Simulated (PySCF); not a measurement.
Gas-phase reaction: 2 B2O3 + Cl2 + 4 H ⇌ BHCl2 + (HBO2)3

Method: PySCF energies plus ideal-gas RRHO corrections (1 bar). S°(298 K) at PBE0/def2-TZVP differs from the NASA 1993 table for (HBO2)3 (+10 J/mol/K); whether the harmonic model or the table's entry is off was not settled. † marks an energy on the PBE0/def2-TZVP geometry and frequencies; other levels use their own. MP2 freezes the core. 6-31G* has spherical d functions here. Open shells (unrestricted): H (multiplicity 2); the rest are closed-shell singlets. MP2 isn't extrapolated to the basis-set limit; its ΔH°(298 K) is -1606.5 kJ in def2-SVP and -1659.5 kJ in def2-TZVPP. The harmonic model lacks anharmonicity and excited electronic states, which grow with temperature; levels with a mode under 35 cm⁻¹ are left out. Internal rotation in (HBO2)3 is treated as a harmonic vibration of one conformer, which makes the entropy rough. Soft modes under 120 cm⁻¹ make the harmonic entropy rough for B2O3.

| level | ΔE electronic, kJ | ΔH°(298 K), kJ | ΔS°(298 K), J/K | ΔG°(2500 K), kJ |
|---|---|---|---|---|
| BLYP/def2-TZVP† | -1637 | -1533 | -626 | 109 |
| HF/6-31G* | -1624 | -1514 | -629 | 144 |
| HF/def2-TZVP† | -1633 | -1529 | -626 | 113 |
| MP2/def2-SVP† | -1710 | -1607 | -626 | 36 |
| MP2/def2-TZVPP† | -1763 | -1660 | -626 | -17 |
| PBE/def2-TZVP† | -1709 | -1606 | -626 | 36 |
| PBE0/def2-TZVP | -1795 | -1692 | -626 | -50 |
| LDA/def2-TZVP† | -1949 | -1846 | -626 | -204 |
| ωB97M-V/def2-TZVP† | -1807 | -1704 | -626 | -62 |
ΔH° is lowest at LDA/def2-TZVP† and highest at HF/6-31G*. No reference value is set beside these.
